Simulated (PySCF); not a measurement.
## Dipole moment and polarisability of `[H]/N=C\C(=C)/C=N/[SiH2]P`

Species: C4H9N2PSi.
Geometry (GFN2-xTB, Å), atoms numbered from 1 in this order:
```
atom  x, y, z in Å
C1    -1.7034    1.3192    0.9243
C2    -1.5876    0.4908   -0.1225
C3    -2.6839    0.3628   -1.0986
N4    -2.8988   -0.5472   -1.9386
C5    -0.3755   -0.3053   -0.3154
N6     0.5241   -0.3733    0.5617
Si7    2.0668   -1.0834    0.7120
P8     3.3934    0.7206    0.8929
H9    -0.9099    1.3913    1.6486
H10   -2.5837    1.9201    1.0793
H11   -3.4226    1.1604   -1.0648
H12   -2.2151   -1.3034   -1.9556
H13   -0.2985   -0.8234   -1.2799
H14    2.0130   -1.7512    2.0104
H15    2.5268   -2.0134   -0.3338
H16    4.5456   -0.0315    1.0358
H17    3.6023    0.8792   -0.4668
```

Level: wB97X-D/def2-SVPD (PySCF), static field, nuclei fixed, core orbitals frozen in the response. The polarisability tensor in these axes (au):

```
x   144.94  -4.95  17.43
y    -4.95 111.37  15.79
z    17.43  15.79 108.50
```

Problem. Give the principal values, the mean and the anisotropy Δα = √{½[(α1 − α2)² + (α2 − α3)² + (α1 − α3)²]}.

Solution. Principal values 89.21, 123.63 and 151.98 au; mean 121.60 au = 18.02 Å³ = 20.05 × 10⁻⁴⁰ C²·m²/J; Δα = 54.45 au (45 % of the mean).

Problem. What is the dipole moment, and where does it point?

Solution. (0.69, 0.07, 0.39) D, 0.80 D in size, pointing from the negative to the positive side. Measured along this direction, the outermost atoms are N4 at the negative end and H16 at the positive end.

Problem. What are the principal values of the traceless quadrupole moment, Θ = ½Σq(3rr − r²1), about the centre of nuclear charge?

Solution. -19.17, 2.98, 16.19 D·Å. The values depend on the origin, since the dipole doesn't vanish. The electronic extent ⟨r²⟩ about the same centre is 2151 bohr², a root-mean-square distance of 2.82 Å for the 76 electrons.

Problem. What would n − 1 = 2πNα be for an ideal gas of these molecules at 273.15 K and 1 atm, electronic part alone?

Solution. N = p/kT = 2.6868 × 10¹⁹ cm⁻³, so n − 1 = 2π × N × 18.02 × 10⁻²⁴ cm³ = 3042 × 10⁻⁶ at long wavelengths, for an ideal gas.

Problem. Orientational against electronic polarisability at 500 K (dilute gas, rigid molecules)?

Solution. In Gaussian units μ²/3kT = 3.10 Å³ against 18.02 Å³, a ratio of 0.17; the Debye molar polarisation (4π/3)N_A(α + μ²/3kT) is 53.3 cm³/mol, leaving out the vibrational part.

One conformer (not necessarily the lowest) at the GFN2-xTB geometry, without solvent, vibrations or thermal averaging.
